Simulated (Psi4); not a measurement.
Complex: C2H4 (SMILES C=C) (first 6 atoms) with C3H8 (SMILES CCC); geometry from B3LYP-D3(BJ)/def2-TZVP, rigid monomers moved along the line of their centres of mass till C1···H13 is 5.30 Å.
(charge 0, multiplicity 1):
```xyz
17

C      0.647    -0.339     0.279
C     -0.540     0.237     0.168
H      1.495     0.182     0.708
H      0.820    -1.356    -0.052
H     -1.389    -0.285    -0.258
H     -0.713     1.253     0.499
C     -1.228    -0.471     6.337
C      0.296    -0.418     6.361
C      0.837     1.005     6.262
H     -1.596    -1.495     6.424
H     -1.655     0.108     7.161
H     -1.615    -0.056     5.404
H      0.690    -1.014     5.533
H      0.665    -0.885     7.280
H      1.929     1.022     6.270
H      0.501     1.486     5.341
H      0.489     1.617     7.098
```

Computed with Psi4 with SAPT0/jun-cc-pV(D+d)Z.

Give the four SAPT terms and the total, and say what mostly holds the pair together.

electrostatics -0.1, exchange 0.0, induction 0.0, dispersion -0.4, total -0.5 kJ/mol; the largest attraction is dispersion.
